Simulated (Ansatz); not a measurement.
Geometry optimisation, RHF/def2-SVP in Ansatz.

Input file:

```yaml
crystal:
  periodic: [false, false, false]
  atoms:
    - { symbol: C, position_ang: [-0.3143, 1.1338, -0.7577] }
    - { symbol: B, position_ang: [0.0853, -0.2743, -0.321] }
    - { symbol: C, position_ang: [0.4602, -1.1231, 0.9174] }
    - { symbol: S, position_ang: [-0.3466, -2.1683, -0.0909] }
    - { symbol: H, position_ang: [-0.5934, 1.1661, -1.8717] }
    - { symbol: H, position_ang: [-1.266, 1.4929, -0.1998] }
    - { symbol: H, position_ang: [0.4834, 1.9015, -0.5657] }
    - { symbol: H, position_ang: [0.0033, -0.8164, 1.8557] }
    - { symbol: H, position_ang: [1.5766, -1.3584, 1.0167] }
basis:
  gaussian: { orbitals: def2-SVP }
hamiltonian:
  xc: hf
relax:
  f_tol: 0.015
  max_steps: 40
output:
  orbitals: {}
```

Command:

```bash
$ ansatz run input.yaml --threads 1 --pin off --max-ram 2048MiB --backend cpu --events-out ev --progress --plain --runs-dir out
```

**Question.** Where does it end, and by what steps?

**Answer.** The forces met the threshold. The force dipped under the threshold on the way, but the program's further checks kept it going. After 14 steps the energy has fallen by 1.350 eV; S4 moved furthest, 0.39 Å.

| step | energy less start (eV) | largest force component (eV/Å) | accepted |
| --- | --- | --- | --- |
| 0 | 0.0000 | 4.956 | yes |
| 1 | -1.0296 | 2.042 | yes |
| 2 | -1.2890 | 1.487 | yes |
| 3 | -1.2959 | 0.702 | yes |
| 4 | -1.3402 | 0.211 | yes |
| 5 | -1.3468 | 0.092 | yes |
| 6 | -1.3482 | 0.034 | yes |
| 7 | -1.3491 | 0.015 | yes |
| 8 | -1.3493 | 0.105 | yes |
| 9 | -1.3498 | 0.031 | yes |
| 10 | -1.3499 | 0.019 | yes |
| 11 | -1.3501 | 0.012 | yes |
| 12 | -1.3502 | 0.040 | yes |
| 13 | -1.3502 | 0.015 | yes |
| 14 | -1.3503 | 0.004 | yes |

```xyz
9
Properties=species:S:1:pos:R:3
C -0.365 1.128 -0.797
B -0.070 -0.272 -0.172
C 0.501 -1.044 1.032
S -0.191 -2.012 -0.415
H -0.813 1.074 -1.789
H -1.037 1.685 -0.138
H 0.561 1.707 -0.859
H -0.067 -1.153 1.950
H 1.571 -1.159 1.170
```

Whether the end is a true minimum wasn't checked by a vibrational analysis.

Run time: 21 s on 1 CPU thread of a shared host.
